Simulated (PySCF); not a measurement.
**s to d promotion along the 5d series**

Calculated with PySCF 2.14 from differences of total energies of unrestricted determinants, without spin-orbit coupling. Basis: def2-TZVPPD with the def2 core potential (60 electrons), ECP. Energy of d^(n+1) s¹ above d^n s² in eV (negative where d^(n+1) s¹ lies lower), between high-spin terms; measured values are centres of gravity of the terms (NIST), left out for the 5d series, where spin-orbit coupling mixes the terms.

```csv
element,terms,UHF,LDA,PBE,r2SCAN,PBE0,MP2 (valence and next inner shell),CCSD(T) (valence),CCSD(T) (valence and next inner shell)
W,4f14 5d4 6s2 (5D) → 4f14 5d5 6s1 (7S),-1.135,-0.557,-0.771,-1.156,-0.828,-0.558,-0.388,-0.332
Re,4f14 5d5 6s2 (6S) → 4f14 5d6 6s1 (6D),1.812,1.459,1.219,1.257,1.283,1.791,1.764,1.825
Os,4f14 5d6 6s2 (5D) → 4f14 5d7 6s1 (5F),0.621,0.580,0.355,0.419,0.340,0.714,0.582,0.709
Ir,4f14 5d7 6s2 (4F) → 4f14 5d8 6s1 (4F),0.180,-0.028,-0.125,-0.031,-0.134,0.098,0.050,0.172
Pt,4f14 5d8 6s2 (3F) → 4f14 5d9 6s1 (3D),-0.342,-0.655,-0.608,-0.357,-0.626,-0.560,-0.553,-0.427
Au,4f14 5d9 6s2 (2D) → 4f14 5d10 6s1 (2S),-1.768,-1.744,-1.773,-1.707,-1.853,-1.768,-1.831,-1.635
```
